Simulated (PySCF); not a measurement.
C3H7ClGeSi.
SMILES: `[SiH3]C#[C][GeH2][CH2]Cl`

All values: B3LYP/def2-SVPD (PySCF, non-relativistic), on one gas-phase PBE0-D3(BJ)/def2-SVP geometry that isn't relaxed in the solvent. The solvent is an IEF-PCM continuum (Bondi radii, 1.10 Å for H, scaled by 1.2), and excitations are vertical TDDFT with non-equilibrium linear response and a frozen core. Only the electrostatic response of the medium enters. Spin–orbit coupling is left out although an atom past zinc is present.

Gas-phase singlets (H = HOMO, L = LUMO):

```csv
state,E (eV),λ (nm),f,leading configurations
S1,5.499,225,0.000,"H-1→L 78%, H→L+1 14%"
S2,5.660,219,0.030,"H→L 53%, H-1→L+1 37%"
S3,5.705,217,0.003,"H→L+1 65%, H-1→L 17%"
S4,6.280,197,0.121,"H-2→L 49%, H→L 28%"
S5,6.647,187,0.000,H-3→L 92%
```

Problem. How does the list change in methanol (ε = 32.61)?

Solution. 
```
state  E (eV)  λ (nm)      f  leading configurations  change by rank (eV)
   S1   5.557     223  0.000    H-1→L 76%, H→L+1 15%               +0.058
   S2   5.704     217  0.041    H→L 55%, H-1→L+1 36%               +0.044
   S3   5.746     216  0.004    H→L+1 64%, H-1→L 19%               +0.041
   S4   6.334     196  0.202      H-2→L 44%, H→L 30%               +0.054
   S5   6.727     184  0.000  H-2→L+1 77%, H→L+1 19%               +0.080
```

Problem. What are the lowest 5 singlets in dimethylsulfoxide (ε = 46.83)?

Solution. 
```json
{"state": "S1", "E (eV)": "5.558", "λ (nm)": "223", "f": "0.001", "leading configurations": "H-1→L 77%, H→L+1 15%", "change by rank (eV)": "+0.059"}
{"state": "S2", "E (eV)": "5.701", "λ (nm)": "217", "f": "0.044", "leading configurations": "H→L 55%, H-1→L+1 36%", "change by rank (eV)": "+0.041"}
{"state": "S3", "E (eV)": "5.744", "λ (nm)": "216", "f": "0.005", "leading configurations": "H→L+1 64%, H-1→L 19%", "change by rank (eV)": "+0.039"}
{"state": "S4", "E (eV)": "6.327", "λ (nm)": "196", "f": "0.224", "leading configurations": "H-2→L 44%, H→L 30%", "change by rank (eV)": "+0.047"}
{"state": "S5", "E (eV)": "6.727", "λ (nm)": "184", "f": "0.000", "leading configurations": "H-2→L+1 77%, H→L+1 19%", "change by rank (eV)": "+0.080"}
```

Problem. The ground-state energy changes by -0.131 eV from gas to dimethylsulfoxide. By how much does the total energy of gas-phase S1 change?

Solution. E(S1) = E(S0) + excitation energy, so it changes by -0.131 + 0.059 = -0.072 eV: it is lowered less than the ground state, which is what a blue shift means. This is the vertical state, with the slow part of the continuum still set for S0.

Problem. How do the frontier levels move from gas to dimethylsulfoxide?

Solution. 
```
orbital  gas (eV)  solvent (eV)  change (eV)
 LUMO+2     -0.06          0.07        +0.13
 LUMO+1     -0.79         -0.70        +0.09
   LUMO     -1.04         -0.93        +0.11
   HOMO     -7.77         -7.72        +0.05
 HOMO-1     -7.96         -7.93        +0.03
 HOMO-2     -8.35         -8.34        +0.01
 HOMO-3     -8.50         -8.50         0.00
```

The HOMO–LUMO gap goes from 6.73 to 6.79 eV.

Conformer computed: `[SiH3:1][C:2]#[C:3][GeH2:4][CH2:5][Cl:6]`: C3–Ge4–C5–Cl6 180°.
